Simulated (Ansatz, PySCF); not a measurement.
Reaction (SMILES): NB(N)Cl → N[B]Cl + [NH2] (NH2) (the B-N bond at the site shown breaks; other sites are not compared here)
Geometries: B3LYP-D3(BJ)/def2-TZVP minima from Ansatz (an electronic-structure program), one conformer each, not searched for the lowest. Frequencies are from Ansatz or PySCF.

Wanted: bond dissociation energy (0 K, with B3LYP-D3(BJ) harmonic zero-point energies), in eV. Valence correlation only, unless marked. Open shells are spin-unrestricted. Spin-orbit coupling is left out. No relativistic terms. CBS(X,Y): correlation extrapolated as X^-3; Hartree-Fock from the larger set.

```json
[
 {"level": "PBE-D3(BJ)/def2-TZVPD", "program": "Ansatz + dftd3", "bond dissociation energy (eV)": "[?]"},
 {"level": "BLYP/def2-TZVPD", "program": "Ansatz", "bond dissociation energy (eV)": "[?]"},
 {"level": "PBE0/def2-TZVP", "program": "Ansatz", "bond dissociation energy (eV)": "5.35"},
 {"level": "BHLYP-D4/def2-TZVPD", "program": "Ansatz + dftd4", "bond dissociation energy (eV)": "5.28"},
 {"level": "HSE06-D3(BJ)/def2-TZVPD", "program": "Ansatz + dftd3", "bond dissociation energy (eV)": "5.36"},
 {"level": "HSE06/def2-TZVPD", "program": "Ansatz", "bond dissociation energy (eV)": "5.33"},
 {"level": "LC-wPBE-D4/def2-TZVPD", "program": "Ansatz + dftd4", "bond dissociation energy (eV)": "5.46"},
 {"level": "B2GP-PLYP-D3(BJ)/def2-TZVPD", "program": "Ansatz + dftd3", "bond dissociation energy (eV)": "5.46"},
 {"level": "SCS-MP2/6-31G", "program": "Ansatz", "bond dissociation energy (eV)": "5.41"},
 {"level": "CCSD(T)/CBS(cc-pV(T+d)Z,cc-pV(Q+d)Z)", "program": "Ansatz", "bond dissociation energy (eV)": "[?]"}
]
```

Fill in the missing entries.


- PBE-D3(BJ)/def2-TZVPD, bond dissociation energy (eV): 5.37
- BLYP/def2-TZVPD, bond dissociation energy (eV): 5.10
- CCSD(T)/CBS(cc-pV(T+d)Z,cc-pV(Q+d)Z), bond dissociation energy (eV): 5.53
